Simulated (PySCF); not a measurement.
W(OH)3 (H3O3W), SMILES [OH][W]([OH])[OH] (connectivity only; charge and spin as stated), neutral, multiplicity 4. Geometry optimised at B3LYP-D3(BJ)/def2-SVP. The multiplicity is an assumed one; other spin states were not compared. The def2 effective core potentials stand for the cores of W; spin–orbit coupling is left out. One conformer was computed; it need not be the lowest.

The numbers are results of B3LYP-D3(BJ)/def2-SVP run with PySCF, not measurements.

Harmonic wavenumbers (cm⁻¹): 153, 167, 170, 387, 416, 444, 678, 680, 686, 695, 700, 701, 3760, 3765, 3767. Rotational constants (GHz): 5.112, 5.052, 2.589; symmetry number 1.

Question: Work out the zero-point energy and the ideal-gas rigid-rotor harmonic-oscillator thermochemistry at 298.15 K and 1 atm.

Answer: ZPE = ½ Σ hcν = ½ × 17169 cm⁻¹ = 102.69 kJ/mol. H − E(el) = 121.66 kJ/mol. Entropy in J/(mol K): translation 176.83, rotation 108.69, vibration 50.99, spin 11.53, total 348.03. G − E(el) = 17.90 kJ/mol. Cp = 96.26 J/(mol K).
